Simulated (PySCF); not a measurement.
A species of formula C7H11ClSi2 has this rotational fingerprint, computed with PBE0/pcSseg-1 in PySCF (dipole) on a GFN2-xTB geometry, gas phase:

| Quantity | Value |
| --- | --- |
| Rotational constants | A = 1057, B = 386.3, C = 355.1 MHz |
| Dipole components | \|μa\| = 1.89 D, \|μb\| = 0.00 D, \|μc\| = 0.32 D |
| Inertial defect | -362.93 u·Å² |
| κ | -0.91 |

Question: Which structure is it? (One computed conformer of each.)
A. `[CH:1]#[C:2][SiH2:3]/[CH:4]=[CH:5]\[Si@@H:6]([Cl:7])[CH2:8][CH:9]=[CH2:10]` with C2–Si3–C4–C5 57°, C4–C5–Si6–Cl7 152°, C5–Si6–C8–C9 -176°, Si6–C8–C9–C10 -100°
B. `[Cl:1][C:2]1=[CH:3][Si@@H:4]([CH:5]2[CH2:6][CH2:7]2)[CH:8]=[CH:9][SiH2:10]1` with C3–Si4–C5–C6 -83°
C. `[CH:1]#[C:2][SiH2:3]/[CH:4]=[CH:5]/[Si@H:6]([Cl:7])[CH2:8][CH:9]=[CH2:10]` with C2–Si3–C4–C5 1°, C4–C5–Si6–Cl7 -7°, C5–Si6–C8–C9 178°, Si6–C8–C9–C10 104°
D. `[CH:1]#[C:2][Si@@:3]([C:4]#[C:5][SiH3:6])([CH2:7][CH3:8])[CH2:9][Cl:10]` with C2–Si3–C7–C8 178°, C2–Si3–C9–Cl10 -69°

Answer: D. It is C#C[Si@@](C#C[SiH3])(CC)CCl, a near-prolate asymmetric top, point group C1. The candidates at the same level (rigid rotor, commonest isotopes):

```json
{"SMILES": "C#C[SiH2]/C=C\\[Si@@H](Cl)CC=C", "A (MHz)": "965.1", "B (MHz)": "592.4", "C (MHz)": "396.7", "μa (D)": "1.49", "μb (D)": "0.50", "μc (D)": "0.93", "Δ (u·Å²)": "-102.69", "point group": "C1", "rotor": "asymmetric top"}
{"SMILES": "C#C[Si@@](C#C[SiH3])(CC)CCl", "A (MHz)": "1057", "B (MHz)": "386.3", "C (MHz)": "355.1", "μa (D)": "1.89", "μb (D)": "0.00", "μc (D)": "0.32", "Δ (u·Å²)": "-362.93", "point group": "C1", "rotor": "near-prolate asymmetric top"}
{"SMILES": "ClC1=C[Si@@H](C2CC2)C=C[SiH2]1", "A (MHz)": "1374", "B (MHz)": "500.1", "C (MHz)": "387.0", "μa (D)": "2.06", "μb (D)": "1.09", "μc (D)": "0.30", "Δ (u·Å²)": "-72.46", "point group": "C1", "rotor": "asymmetric top"}
{"SMILES": "C#C[SiH2]/C=C/[Si@H](Cl)CC=C", "A (MHz)": "1381", "B (MHz)": "346.1", "C (MHz)": "286.2", "μa (D)": "0.69", "μb (D)": "1.66", "μc (D)": "0.02", "Δ (u·Å²)": "-60.14", "point group": "C1", "rotor": "asymmetric top"}
```

`C#C[SiH2]/C=C/[Si@H](Cl)CC=C` has A 31 % too high; `C#C[SiH2]/C=C\[Si@@H](Cl)CC=C` has B 53 % too high; `ClC1=C[Si@@H](C2CC2)C=C[SiH2]1` has A 30 % too high. No structure here is proved a minimum.
